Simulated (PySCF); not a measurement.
**How methods differ on the excitation energy of Fe**

Fe [Ar] 3d6 4s2 (5D) → Fe [Ar] 3d7 4s1 (5F), as a difference of total energies. Computed with PySCF 2.14 in x2c-TZVPPall, with scalar relativity by spin-free X2C-1e. Correlated levels: valence: [Ar] frozen. The calculations carry no spin-orbit coupling.

**Question.** Order these methods by the excitation energy they give, lowest first.
A. MP2 (valence)
B. CCSD(T) (valence)
C. SCS-MP2 (valence)
D. CCSD (valence)

**Answer.** A (0.804 eV), C (0.876 eV), B (1.232 eV), D (1.318 eV).

Errors of the correlated levels include the incompleteness of this basis and the frozen core.

For comparison: 0.875 eV (measured; NIST levels, between the centres of gravity of the two terms).
